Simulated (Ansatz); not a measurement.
The pair A = ethylamine (SMILES CCN) (first 10 atoms), B = HF (SMILES F); geometry from B3LYP-D3(BJ)/def2-TZVP.
(charge 0, multiplicity 1):
```xyz
12

C      1.249     0.491     0.016
C     -0.258     0.310    -0.059
N     -0.691    -0.779     0.839
H      1.566     1.318    -0.619
H      1.559     0.697     1.041
H      1.768    -0.409    -0.325
H     -0.568     0.129    -1.094
H     -0.759     1.220     0.277
H     -1.694    -0.916     0.789
H     -0.254    -1.656     0.572
F      0.017    -0.038     3.218
H     -0.267    -0.367     2.347
```

Frozen-core correlation. MP2 and its Hartree–Fock in aug-cc-pVTZ are density fitted.

Programs: Ansatz (a first-principles code) with Gaussian orbitals. 

The counterpoise-corrected interaction energy is E(AB) − E(A in the pair's basis) − E(B in the pair's basis). Total energies (hartree):

```json
[
 {"level": "HF/aug-cc-pVDZ", "AB": "-234.3217982", "A in the pair's basis": "-134.2728252", "B in the pair's basis": "-100.0283743"},
 {"level": "MP2/aug-cc-pVDZ", "AB": "-235.0430604", "A in the pair's basis": "-134.7648662", "B in the pair's basis": "-100.2548436"},
 {"level": "HF/aug-cc-pVTZ", "AB": "-234.3824324", "A in the pair's basis": "-134.3063103", "B in the pair's basis": "-100.0555201"},
 {"level": "MP2/aug-cc-pVTZ", "AB": "-235.2589817", "A in the pair's basis": "-134.8952847", "B in the pair's basis": "-100.3388835"},
 {"level": "CCSD(T)/aug-cc-pVDZ", "AB": "-235.1085729", "A in the pair's basis": "-134.8231050", "B in the pair's basis": "-100.2628210"}
]
```

### Question
Work out the counterpoise-corrected interaction energy at the basis-set limit: extrapolate the MP2 correlation part as X⁻³, take Hartree–Fock from the larger set, and add the CCSD(T) − MP2 difference of aug-cc-pVDZ.

### Answer

1. Differences (1 hartree = 627.509 kcal/mol): HF/aug-cc-pVDZ -12.926; MP2/aug-cc-pVDZ -14.653; HF/aug-cc-pVTZ -12.928; MP2/aug-cc-pVTZ -15.571; CCSD(T)/aug-cc-pVDZ -14.211.
2. Correlation parts, MP2 less HF: -1.727 in aug-cc-pVDZ (X = 2), -2.643 in aug-cc-pVTZ (X = 3).
3. Limit (3³·(-2.643) − 2³·(-1.727))/(3³ − 2³) = -3.028; with HF/aug-cc-pVTZ it gives -15.956.
4. CCSD(T) less MP2 in aug-cc-pVDZ: 0.442.
Result: -15.51 kcal/mol, against -14.65 at MP2/aug-cc-pVDZ. It is an estimate of this method's limit, not of the exact value.
